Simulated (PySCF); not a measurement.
Species: C3H6F2OSi.
Z-matrix (Å and degrees, GFN2-xTB geometry), rows numbered from 1:
```
C 
C   1  1.4973
Si  2  1.8977  1  118.30
O   3  1.6149  2  112.75  1  -159.84
C   2  1.3155  1  119.91  3   179.16
F   5  1.3378  2  126.95  1     0.53
F   5  1.3431  2  125.01  1  -179.38
H   1  1.0882  2  109.54  3    60.45
H   1  1.0885  2  109.59  3   -57.47
H   1  1.0873  2  111.89  3  -178.61
H   3  1.4558  2  109.00  1   -46.12
H   3  1.4653  2  106.39  1    77.35
H   4  0.9545  3  123.41  2   -40.41
```

Computed with TDDFT CAM-B3LYP/def2-SVPD, vertical, gas phase, core orbitals frozen in the response in PySCF 2.14.0, density-fitted response routines.

```tsv
state	E (eV)	E (kJ/mol)	λ (nm)	f	main configurations (H = HOMO, L = LUMO)
S1	6.70	647	185.0	0.0057	H→L (91%)
S2	6.96	672	178.1	0.0031	H→L+1 (88%)
S3	7.39	713	167.9	0.349	H→L+2 (90%)
S4	7.56	730	163.9	0.0024	H-1→L (77%), H-1→L+1 (10%)
S5	7.85	757	158.0	0.0037	H-1→L+2 (45%), H-2→L+2 (14%), H-2→L (13%)
S6	8.01	773	154.7	0.023	H→L+3 (43%), H→L+4 (37%)
S7	8.21	792	151.0	0.013	H→L+3 (35%), H→L+4 (30%), H-2→L (14%)
S8	8.27	798	149.9	0.021	H-2→L (50%), H-1→L+2 (14%)
```

Triplets (Tamm–Dancoff): T1 4.51 eV, H→L+2 (79%); T2 6.56 eV, H→L (74%), H→L+1 (9%); T3 6.75 eV, H→L+1 (67%).

The lowest singlet lies at 6.70 eV (185 nm, vacuum ultraviolet) and is weak; its leading configuration is HOMO→LUMO (91%). The most intense listed level is S3 at 7.39 eV (168 nm, f = 0.349), 0.68 eV above S1. Löwdin shares by element: HOMO carbon 60% or more, fluorine 19% (atoms not listed hold the other 20%); LUMO silicon 30%, oxygen 19%, carbon 12% or more, fluorine 9% or more (atoms not listed hold the other 30%). Orbital energies (eV): HOMO-3 -12.39, HOMO-2 -10.84, HOMO-1 -10.31, HOMO -8.95, LUMO 0.76, LUMO+1 1.08, LUMO+2 1.28. Of the 8 states listed, 4 reach f = 0.01 and none stays under 0.0005. Weighted by f, the mean energy of these states is 7.48 eV. No computed singlet lies in the visible range (380 to 750 nm); the lowest, at 185 nm, stands 3.44 eV above its violet end (3.26 eV). The window holds the lowest 8 singlets.

One conformer stands for the species.
